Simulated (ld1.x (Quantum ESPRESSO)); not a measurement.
**Pseudopotential generation for niobium (Nb): PAW, Wu–Cohen, scalar-relativistic.**

ld1.x (Quantum ESPRESSO) 7.5 was run on this input:

```
&input
   title='Nb', zed=41., rel=1, dft='WC', iswitch=3,
   config='[Kr] 4d5 5s0 5p0',
   nld=3, rlderiv=3.30, eminld=-4.0, emaxld=5.0, deld=0.02
 /
 &inputp
   pseudotype=3, lpaw=.true., tm=.true., lloc=-1, rcloc=2.55,
   nlcc=.true., new_core_ps=.true.,
   which_augfun='PSQ', rmatch_augfun_nc=.true.,
   file_pseudopw='Nb.UPF', file_wfcaegen='ae.wfc', file_wfcncgen='nc.wfc', file_beta='beta', file_chi='chi', file_wfcusgen='us.wfc'
 /
6
5S  1  0   0.00   0.00  2.65  3.05  0.0
5S  1  0   0.00   3.35  2.65  3.05  0.0
4P  2  1   6.00   0.00  2.10  2.35  0.0
5P  3  1   0.00   0.00  2.10  2.35  0.0
4D  3  2   5.00   0.00  1.45  1.70  0.0
4D  3  2   0.00   2.90  1.45  1.70  0.0
 &test
   configts(1)='4p6 4d5 5s0 5p0'
 /
```

Command:

```bash
ld1.x < Nb.in > Nb.out
```

Output (shortened: banner, matrices, multipoles, cross overlaps and the repeated all-electron block are left out):

```
Program LD1 v.7.5
     --------------------------- All-electron run ----------------------------

     Nb
     scalar relativistic calculation

     atomic number is 41.00
     dft =WC   lsd =0 sic =0 latt =0  beta=0.20 tr2=1.0E-14
     Exchange-correlation= WC
                           (   1   4  11   4   0   0   0)
     mesh =1227 r(mesh) = 100.62774 a.u. xmin = -7.00 dx = 0.01250
     1 Ry =  13.60569312 eV, c = 137.03599908

     n l     nl                  e(Ry)          e(Ha)          e(eV)
     1 0     1S 1( 2.00)     -1382.0381      -691.0190    -18803.5858
     2 0     2S 1( 2.00)      -193.1839       -96.5919     -2628.4008
     2 1     2P 1( 6.00)      -172.5282       -86.2641     -2347.3652
     3 0     3S 1( 2.00)       -32.0981       -16.0490      -436.7164
     3 1     3P 1( 6.00)       -25.3445       -12.6722      -344.8292
     4 0     4S 1( 2.00)        -4.1556        -2.0778       -56.5399
     4 1     4P 1( 6.00)        -2.4078        -1.2039       -32.7596
     3 2     3D 1(10.00)       -14.2885        -7.1442      -194.4046
     4 2     4D 1( 5.00)        -0.1385        -0.0692        -1.8840
     5 0     5S 1( 0.00)        -0.2536        -0.1268        -3.4503
     5 1     5P 1( 0.00)        -0.0586        -0.0293        -0.7969

     final scf error:  3.4E-15 reached in  27 iterations

     Etot =   -7637.909065 Ry,   -3818.954532 Ha, -103919.046835 eV

     Ekin =    7864.096963 Ry,    3932.048482 Ha,  106996.489971 eV
     Encl =  -18408.294047 Ry,   -9204.147023 Ha, -250457.599717 eV
     Eh   =    3142.561605 Ry,    1571.280803 Ha,   42756.728820 eV
     Exc  =    -236.273586 Ry,    -118.136793 Ha,   -3214.665909 eV

     normalization and overlap integrals

     s(1S/1S) =  1.000000  <r> =   0.0361  <r2> =    0.0018  r(max) =   0.0235
     s(2S/2S) =  1.000000  <r> =   0.1581  <r2> =    0.0295  r(max) =   0.1335
     s(2P/2P) =  1.000000  <r> =   0.1377  <r2> =    0.0232  r(max) =   0.1066
     s(3S/3S) =  1.000000  <r> =   0.4435  <r2> =    0.2254  r(max) =   0.3961
     s(3P/3P) =  1.000000  <r> =   0.4460  <r2> =    0.2316  r(max) =   0.3912
     s(4S/4S) =  1.000000  <r> =   1.1611  <r2> =    1.5314  r(max) =   1.0371
     s(4P/4P) =  1.000000  <r> =   1.3098  <r2> =    1.9754  r(max) =   1.1179
     s(3D/3D) =  1.000000  <r> =   0.4331  <r2> =    0.2263  r(max) =   0.3325
     s(4D/4D) =  1.000000  <r> =   2.4102  <r2> =    7.6636  r(max) =   1.5280
     s(5S/5S) =  1.000000  <r> =   3.8379  <r2> =   17.0494  r(max) =   3.1548
     s(5P/5P) =  1.000000  <r> =   6.0675  <r2> =   44.2223  r(max) =   4.4213

     ------------------------ End of All-electron run ------------------------

     --------------------- Generating PAW atomic setup --------------------

      Generating local potential from pseudized AE potential:
      Matching radius rcloc =   2.5500

      Local pseudo, rcloc= 2.551 Estimated cut-off energy=     3.82 Ry

      Computing core charge for nlcc:

       r > 0.81 : true rho core
      Core charge pseudized with two Bessel functions
      Integrated core pseudo-charge :  13.54
      Wfc-us  5S rcutus= 3.039  Estimated cut-off energy=    13.31 Ry
      Wfc-us  5S rcutus= 3.039  Estimated cut-off energy=    11.66 Ry
      Wfc-us  4P rcutus= 2.367  Estimated cut-off energy=    15.48 Ry
      Wfc-us  5P rcutus= 2.367  Estimated cut-off energy=    29.09 Ry
      Wfc-us  4D rcutus= 1.710  Estimated cut-off energy=    38.25 Ry
      Wfc-us  4D rcutus= 1.710  Estimated cut-off energy=    53.07 Ry

     Required augmentation: PSQ   radius:    3.050000

     Q pseudized with Bessel functions
     Expected ecutrho=     193.6535 due to l1=  2   l2=  2

     Estimated PAW energy = -297.708343 Ryd

     ------------------- End of pseudopotential generation -------------------

     Computing logarithmic derivative in   3.29596

       Warning: n=1, l=0 expected 0 nodes, found 1
       Setting wfc to zero for this iteration
       (This warning will only be printed once per wavefunction)

       Zero norm: self consistency problem; state:  3 (l=  0, j=0.0)
     Computing logarithmic derivative in   3.29596
     Computing the partial wave expansion
     R is outside the sphere for l=    0 j= 0.00
     R is outside the sphere for l=    0 j= 0.00
     R is outside the sphere for l=    1 j= 0.00
     R is outside the sphere for l=    1 j= 0.00
     R is outside the sphere for l=    2 j= 0.00
     R is outside the sphere for l=    2 j= 0.00

     ---------------------- Testing the pseudopotential ----------------------

     Nb
     scalar relativistic calculation

     atomic number is 41.00   valence charge is 11.00
     dft = SLA  PW   WCX  PBC   lsd =0 sic =0 latt =0  beta=0.20 tr2=1.0E-14
     mesh =1227 r(mesh) = 100.62774 xmin = -7.00 dx = 0.01250

     n l     nl             e AE (Ry)        e PS (Ry)    De AE-PS (Ry)
     2 1     4P   1( 6.00)       -2.40779       -2.40779        0.00000
     3 2     4D   1( 5.00)       -0.13847       -0.13847        0.00000
     1 0     5S   1( 0.00)       -0.25359       -0.25359        0.00000
     3 1     5P   1( 0.00)       -0.05857       -0.05857       -0.00000

     eps = 6.9E-16  iter =  4

     Etot =   -7637.909065 Ry,   -3818.954532 Ha, -103919.046835 eV
     Etotps =  -297.708343 Ry,    -148.854171 Ha,   -4050.528349 eV

     Ekin =     123.403636 Ry,      61.701818 Ha,    1678.992001 eV
     Encl =    -248.586905 Ry,    -124.293452 Ha,   -3382.197138 eV
     Ehrt =      63.748513 Ry,      31.874256 Ha,     867.342701 eV
     Ecxc =    -236.273587 Ry,    -118.136793 Ha,   -3214.665914 eV
     (Ecc =     -38.472264 Ry,     -19.236132 Ha,    -523.441812 eV)

     ---------------------- End of pseudopotential test ----------------------
```

The ghost test of this file was not conclusive. Its overlap operator is not positive definite in a basis up to 400 Ry (lowest eigenvalue s -0.58), so the file is unfit for use: the generalised eigenproblem breaks down once the basis is large enough, and its test numbers describe a broken file.

Generation and configuration tests took about 1.3 s on one core of a shared server CPU.
